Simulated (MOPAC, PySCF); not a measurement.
H3Ga, SMILES `[GaH3]`, neutral singlet in the gas phase. 

Cartesian coordinates (Å):
SMILES: [GaH3]
```xyz
4

Ga     0.0000     0.0002     0.0000
H     -1.0676    -1.1451     0.0091
H     -0.4578     1.4974     0.0071
H      1.5254    -0.3522    -0.0162
```
Charge 0, multiplicity 1.

All levels are single points at this geometry (TPSSh-D3(BJ)/def2-TZVP); Pople sets use spherical d functions. Orbital energies aren't observables, and empty levels follow the basis.

TPSSh-D3(BJ)/def2-TZVP in PySCF gives gap (eV) = 5.92.

Task: Estimate the gap (eV) from each of these levels: B3LYP/6-31G* in PySCF; BP86/6-31G* in PySCF; HF/6-31G* in PySCF; AM1 in MOPAC; PM3 in MOPAC.

Result: 
```tsv
level	gap (eV)
B3LYP/6-31G* in PySCF	6.30
BP86/6-31G* in PySCF	4.76
HF/6-31G* in PySCF	12.47
AM1 in MOPAC	9.06
PM3 in MOPAC	8.05
```
